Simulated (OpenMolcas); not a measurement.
**P: thermal populations, Slater's ratio, worked from levels**

```
Program             : OpenMolcas 26.06
Basis               : ANO-RCC-VQZP [6s5p3d2f1g]
Scalar Hamiltonian  : DKH2, point nucleus
Active space        : 5 electrons in 8 orbitals (3s 3p 4s 4p)
State averaging     : 2S+1 = 4 odd, 1 root; 2S+1 = 2 odd, 8 roots; 2S+1 = 4 even, 3 roots; 2S+1 = 2 even, 9 roots
Spin-orbit coupling : RASSI with atomic mean-field integrals over the reference wave functions, term energies averaged over their components
```

Methods: CASSCF; SS-CASPT2, IPEA 0.25 Eh, imaginary shift 0.1 Eh (closed shells correlated: 2s 2p). Measured levels: NIST Handbook of Basic Atomic Spectroscopic Data.

**Thermal populations.** Z = Σ (2J + 1) exp(-E/kT) with k = 0.695035 cm-1/K, over the levels below. No other level of either list lies under 55900 cm-1, which is above 7 kT at each temperature.

```csv
Level,2J + 1,SS-CASPT2,measured
3s2 3p3 4S* 3/2,4,0.0,0.0
3s2 3p3 2D* 3/2,4,11920,11361
3s2 3p3 2D* 5/2,6,11940,11377
3s2 3p3 2P* 1/2,2,18990,18723
3s2 3p3 2P* 3/2,4,19000,18748
```

```json
{"T (K)": "5000", "Z, SS-CASPT2": "4.348", "Z, measured levels": "4.407", "Ground level (%), SS-CASPT2": "92.0", "Ground level (%), measured levels": "90.8"}
{"T (K)": "8000", "Z, SS-CASPT2": "5.367", "Z, measured levels": "5.500", "Ground level (%), SS-CASPT2": "74.5", "Ground level (%), measured levels": "72.7"}
```

At 8000 K, kT = 5560 cm-1, and the computed levels give Z = 4.000 + 0.469 + 0.701 + 0.066 + 0.131 = 5.367.

**Slater's ratio.** With one set of orbitals, p3 has 2D* - 4S* = 9 F2 and 2P* - 2D* = 6 F2 (F2 = F²/25), a ratio of 2/3. Term energies are centres of gravity, weighted by 2J + 1.

```tsv
Source	2D* - 4S*	2P* - 4S*	F2 from the first	Ratio
CASSCF	14662	19556	1629	0.334
SS-CASPT2	11933	18999	1326	0.592
measured	11370	18740	1263	0.648
```

Energies in cm-1. A ratio away from 2/3 shows effects beyond one configuration with one set of orbitals, and in heavier atoms second-order spin-orbit shifts. In CASSCF the valence s occupation is 1.95 in 2P* against 1.99 in 2D*: mixing out of s² acts most on 2P* and pulls it down.

CASPT2 does not keep the components of a term degenerate, so their means are used; among the terms shown or strongly mixed into the levels shown the widest spread is 110 cm-1 (3s2 3p3 2D*, SS-CASPT2). The run also gave levels led by 3s2 3p2 4s, which use shells meant for correlation; these and all levels above them are left out. No level of 3s 3p4 was computed, though it lies in the active space. Without dynamic correlation excited terms often stand tens of per cent too high (terms of higher spin than the ground term too low), and those without a measured partner can miss by more than the paired ones (holds for CASSCF). Computed and measured levels are paired by configuration, term and J; levels that our copy of the source lacks, or whose pairing is in doubt (as where it misses far off the trend of its configuration), stay unpaired and out of the deviations. Levels of configurations outside the active space are missing.

* marks odd parity.
